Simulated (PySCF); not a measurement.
# Reading the logs of faulty runs: C2H8NSi

Calculated results; nothing here was measured. They come from PySCF 2.14.0, an open-source quantum chemistry program, on an isolated molecule that a program drew, which may never have been made. The molecule is C2H8NSi (charge 0, doublet), drawn as the SMILES string `C[SiH2][CH]N`.

Each row is a Hartree-Fock (HF) and frozen-core CCSD(T) single point in the cc-pV(D+d)Z basis, meant for a local HF minimum. Run 1 is clean. Each other run has one planted mistake out of seven kinds, and not every kind appears here: one electron removed, one electron added, multiplicity raised by two, geometry at a saddle point, minimal basis STO-3G, one bond length entered in bohr, all coordinates scaled. The reference is restricted for singlets and unrestricted otherwise, and also for a bond in bohr. Adding or removing an electron swaps singlet and doublet. Electrons count all cores. HOMO and LUMO are orbital energies over both spins, the gradient is its largest component, and the lowest frequency (negative if imaginary) is given only where the gradient is small. Bond lengths are over the 11 bonds as drawn. T1 is the CCSD diagnostic: over 0.02 (restricted) or 0.045 (unrestricted) a single reference is doubtful.

Geometry of the clean run:
```xyz
12
C2H8NSi, angstrom
C    -1.1833    1.6744   -0.6146
Si   -0.5642    0.3220   -1.7720
C    -0.0858   -1.2041   -0.8317
N    -0.8732   -1.7557    0.1857
H    -1.4243    2.5790   -1.1800
H    -0.4297    1.9331    0.1344
H    -2.0938    1.3652   -0.0918
H    -1.6289    0.0623   -2.7801
H     0.6398    0.7821   -2.5084
H     0.6561   -1.8895   -1.2314
H    -0.3993   -2.4258    0.7617
H    -1.3438   -1.0852    0.7637
```

```
run  electrons  basis functions  <S^2>  HOMO (eV)  LUMO (eV)  gradient (hartree/bohr)  lowest frequency (cm^-1)  mean bond (Å)  longest bond (Å)      T1  HF (hartree)  CCSD(T) (hartree)               mistake
  1         41              105  0.761      -7.92       3.57                  3.0e-05                        67         1.3169             1.885  0.0148    -423.75473         -424.37080              no fault
  2         40              105  0.000     -16.91      -4.92                  9.2e-02                         -         1.3169             1.885  0.0204    -423.51947         -424.13697  one electron removed
  3         41               32  0.763      -6.00       9.13                  3.0e-02                         -         1.3169             1.885  0.0118    -418.77410         -419.01068  minimal basis STO-3G
  4         41              105  0.761      -7.83       3.63                  1.0e-02                         -         1.2985             1.858  0.0144    -423.75248         -424.36602                     ?
```

**Which mistake was planted in run 4, and what did it cost?**

The mean and the longest bond both change by the same factor, 0.986, and the gradient is no longer small. So the mistake is: all coordinates scaled. Subtracting run 1 and multiplying by 627.51 kcal/mol a hartree, the energy moved by 1.4 kcal/mol in HF and 3.0 kcal/mol in CCSD(T).

Cautions from the logs. Run 2: T1 is over the limit, so its CCSD(T) energy is less reliable.
